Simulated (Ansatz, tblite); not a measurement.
Forces on Pd2H3 at its PBE0-D4/def2-TZVP geometry. The state is a doublet with charge 0.

In the def2 sets Pd takes a core potential; there is no spin–orbit coupling. The xTB rows come from tblite. Another isomer (doublet) lies 1.79 eV lower at PBE0-D4/def2-TZVP; other spin states weren't run for this one.

GFN1-xTB (tblite), largest force 0.84 eV/Å:

```xyz
5
positions Å, forces eV/Å
Pd    0.380   -0.801    0.964   -0.193    0.376   -0.313
Pd   -0.546    1.017   -0.620    0.184   -0.364    0.332
H    -0.440    1.110   -2.158   -0.004   -0.096    0.581
H     1.182   -2.075    0.617   -0.306    0.499    0.063
H    -0.576    0.750    1.197    0.319   -0.415   -0.662
```

GFN2-xTB (tblite), largest force 1.65 eV/Å:

```
Pd -0.661 1.249 -0.857
Pd 0.516 -1.061 1.157
H 0.056 -0.036 -0.327
H 0.167 -0.255 -0.136
H -0.079 0.102 0.163
```

PBE-D4/def2-TZVP (Ansatz), largest force 0.24 eV/Å:

```
Pd -0.114 0.174 0.086
Pd -0.035 0.019 0.223
H 0.044 -0.032 -0.235
H 0.120 -0.181 -0.104
H -0.015 0.020 0.031
```
